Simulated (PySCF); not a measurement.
PySCF input for SbCl2, SMILES [Cl][Sb+][Cl] (connectivity only; charge and spin as stated), charge +1, multiplicity 1, TDDFT-PBE0/def2-SVPD. The structure is a stationary point at ωB97X-D3(BJ)/def2-TZVP. The spin state was assumed, not searched. The isomer is the one that the SMILES or the coordinates give; other isomers of the formula were not compared. The def2 effective core potentials stand for the cores of Sb; spin–orbit coupling is left out.

```python
import numpy as np
from pyscf import gto, scf, dft, tdscf

mol = gto.M(
    atom='''
    Sb    0.00000000    0.00000000    0.57893166
    Cl    0.00000000    1.70573818   -0.86839749
    Cl    0.00000000   -1.70573818   -0.86839748
    ''',
    basis='def2-SVPD',
    ecp={'Sb': 'def2-svp'},
    charge=1,
    spin=0,
    symmetry=True,
    max_memory=1600,
    verbose=4,
)
mf = dft.RKS(mol, xc='pbe0').density_fit(auxbasis='def2-universal-jkfit')
mf.grids.level = 3
mf.conv_tol = 1e-9
mf.max_cycle = 100
mf.kernel()
mf.grids = dft.Grids(mol).set(level=1).build(with_non0tab=True)  # coarser grid for the response kernel
td = tdscf.TDDFT(mf)
td.singlet = True
td.nstates = 10
td.conv_tol = 1e-4
td.kernel(x0=td.get_init_guess(mf, 15))
td.analyze()
tt = tdscf.TDA(mf)
tt.singlet = False
tt.nstates = 4
tt.conv_tol = 1e-4
tt.kernel(x0=tt.get_init_guess(mf, 9))
tt.analyze(verbose=3)
```

Output:

```
PySCF version 2.14.0

[INPUT] verbose = 4
[INPUT] num. atoms = 3
[INPUT] num. electrons = 56
[INPUT] charge = 1
[INPUT] spin (= nelec alpha-beta = 2S) = 0
[INPUT] symmetry True subgroup None
[INPUT] Mole.unit = angstrom
[INPUT] Symbol           X                Y                Z      unit          X                Y                Z       unit  Magmom
[INPUT]  1 Sb     0.000000000000   0.000000000000   0.578931660000 AA    0.000000000000   0.000000000000   1.094022282240 Bohr   0.0
[INPUT]  2 Cl     0.000000000000   1.705738180000  -0.868397490000 AA    0.000000000000   3.223378000414  -1.641033423360 Bohr   0.0
[INPUT]  3 Cl     0.000000000000  -1.705738180000  -0.868397480000 AA    0.000000000000  -3.223378000414  -1.641033404462 Bohr   0.0

nuclear repulsion = 229.813540528096
point group symmetry = C2v
symmetry origin: [0.00000000e+00 0.00000000e+00 3.77945221e-09]
symmetry axis x: [-1. -0. -0.]
symmetry axis y: [ 0.00000000e+00  1.00000000e+00 -5.16050358e-09]
symmetry axis z: [0.00000000e+00 5.16050358e-09 1.00000000e+00]
num. orbitals of irrep A1 = 34
num. orbitals of irrep A2 = 11
num. orbitals of irrep B1 = 15
num. orbitals of irrep B2 = 26
number of shells = 34
number of NR pGTOs = 157
number of NR cGTOs = 86
basis = def2-SVPD
ecp = {'Sb': 'def2-svp'}


[settings echo left out]
init E= -1134.86033139078
HOMO (B2) = -0.726655437164961  LUMO (B1) = -0.704353916002521  gap/eV = 0.60686
cycle= 1 E= -1157.6210290046  delta_E= -22.8  |g|= 2.92  |ddm|= 10.7
HOMO (A1) = -0.227056278166856  LUMO (B2) = -0.183988367701307  gap/eV = 1.17194
cycle= 2 E= -1155.80134717387  delta_E= 1.82  |g|= 3.68  |ddm|=  8.4
HOMO (A1) = -0.546660278723515  LUMO (B1) = -0.3831880747568  gap/eV = 4.44831
cycle= 3 E= -1159.81244407329  delta_E= -4.01  |g|= 0.238  |ddm|= 4.62
HOMO (A1) = -0.537416764121161  LUMO (B1) = -0.370426063875104  gap/eV = 4.54405
cycle= 4 E= -1159.82462986063  delta_E= -0.0122  |g|= 0.128  |ddm|= 0.497
HOMO (A1) = -0.552718155545421  LUMO (B1) = -0.379085303601213  gap/eV = 4.72479
cycle= 5 E= -1159.82910088566  delta_E= -0.00447  |g|= 0.00928  |ddm|= 0.156
HOMO (A1) = -0.551763015407587  LUMO (B1) = -0.377978170315556  gap/eV = 4.72893
cycle= 6 E= -1159.82912272348  delta_E= -2.18e-05  |g|= 0.00379  |ddm|= 0.0229
HOMO (A1) = -0.552093483341508  LUMO (B1) = -0.377925016910365  gap/eV = 4.73937
cycle= 7 E= -1159.8291277484  delta_E= -5.02e-06  |g|= 0.000938  |ddm|= 0.00625
HOMO (A1) = -0.552016980758019  LUMO (B1) = -0.377896191897841  gap/eV = 4.73807
cycle= 8 E= -1159.82912801954  delta_E= -2.71e-07  |g|= 0.000124  |ddm|= 0.00105
HOMO (A1) = -0.552026479520137  LUMO (B1) = -0.377910369933859  gap/eV = 4.73794
cycle= 9 E= -1159.82912802599  delta_E= -6.44e-09  |g|= 3.37e-05  |ddm|= 0.000247
HOMO (A1) = -0.552025974363104  LUMO (B1) = -0.377908882997926  gap/eV = 4.73797
cycle= 10 E= -1159.82912802634  delta_E= -3.51e-10  |g|= 7.62e-06  |ddm|= 4.71e-05
HOMO (A1) = -0.552026056319413  LUMO (B1) = -0.377907915153837  gap/eV = 4.73800
Extra cycle  E= -1159.82912802633  delta_E= 3.41e-12  |g|= 8.25e-06  |ddm|= 2.26e-05
converged SCF energy = -1159.82912802633
tot grids = 20664


******** <class 'pyscf.tdscf.rks.TDDFT'> for <class 'pyscf.df.df_jk.DFSymAdaptedRKS'> ********
nstates = 10 singlet
deg_eia_thresh = 1.000e-03
wfnsym = None
conv_tol = 0.0001
eigh lindep = 1e-12
eigh level_shift = 0
eigh max_cycle = 100


Excitation energies (eV)
[3.39323022 3.42836528 4.34812199 5.01408466 5.29498983 5.96771775
 6.50623343 6.53367907 6.77600222 6.84302311]

** Singlet excitation energies and oscillator strengths **
Excited State   1:   A2      3.39323 eV    365.39 nm  f=0.0000
      27 -> 29       -0.70671
Excited State   2:   B1      3.42837 eV    361.64 nm  f=0.0067
      28 -> 29       -0.70446
Excited State   3:   B2      4.34812 eV    285.14 nm  f=0.0441
      26 -> 29        0.68314
      27 -> 31       -0.10622
      28 -> 30       -0.14379
Excited State   4:   B1      5.01408 eV    247.27 nm  f=0.0099
      24 -> 29        0.70334
Excited State   5:   A1      5.29499 eV    234.15 nm  f=0.0194
      25 -> 29       -0.68084
      28 -> 31       -0.12256
Excited State   6:   A2      5.96772 eV    207.76 nm  f=0.0000
      23 -> 29        0.70566
Excited State   7:   B2      6.50623 eV    190.56 nm  f=0.0058
      27 -> 31       -0.52842
      28 -> 30        0.45897
Excited State   8:   A1      6.53368 eV    189.76 nm  f=0.0069
      27 -> 30       -0.69753
Excited State   9:   A1      6.77600 eV    182.98 nm  f=0.0733
      24 -> 31       -0.14659
      28 -> 31       -0.68020
Excited State  10:   B1      6.84302 eV    181.18 nm  f=0.0067
      26 -> 30       -0.70295

** Transition electric dipole moments (AU) **
state          X           Y           Z        Dip. S.      Osc.
  1        -0.0000     -0.0000     -0.0000      0.0000      0.0000
  2         0.2814     -0.0000     -0.0000      0.0792      0.0067
  3         0.0000     -0.6433     -0.0000      0.4138      0.0441
  4         0.2846     -0.0000     -0.0000      0.0810      0.0099
  5        -0.0000      0.0000     -0.3869      0.1497      0.0194
  6        -0.0000      0.0000     -0.0000      0.0000      0.0000
  7        -0.0000     -0.1911      0.0000      0.0365      0.0058
  8        -0.0000     -0.0000     -0.2071      0.0429      0.0069
  9         0.0000      0.0000      0.6645      0.4416      0.0733
 10        -0.1999     -0.0000      0.0000      0.0400      0.0067

WARN: ECP detected. Skipping calculation of transition velocity and magnetic dipole moments, which have not yet been implemented.



******** <class 'pyscf.tdscf.rks.TDA'> for <class 'pyscf.df.df_jk.DFSymAdaptedRKS'> ********
nstates = 4 triplet
deg_eia_thresh = 1.000e-03
wfnsym = None
conv_tol = 0.0001
eigh lindep = 1e-12
eigh level_shift = 0
eigh max_cycle = 100


Excitation energies (eV)
[2.70738954 3.20530544 3.35435847 4.00783607]

** Triplet excitation energies and oscillator strengths **
Excited State   1:   B1      2.70739 eV    457.95 nm  f=0.0000
Excited State   2:   A2      3.20531 eV    386.81 nm  f=0.0000
Excited State   3:   B2      3.35436 eV    369.62 nm  f=0.0000
Excited State   4:   A1      4.00784 eV    309.35 nm  f=0.0000
```

Self-consistency was reached.
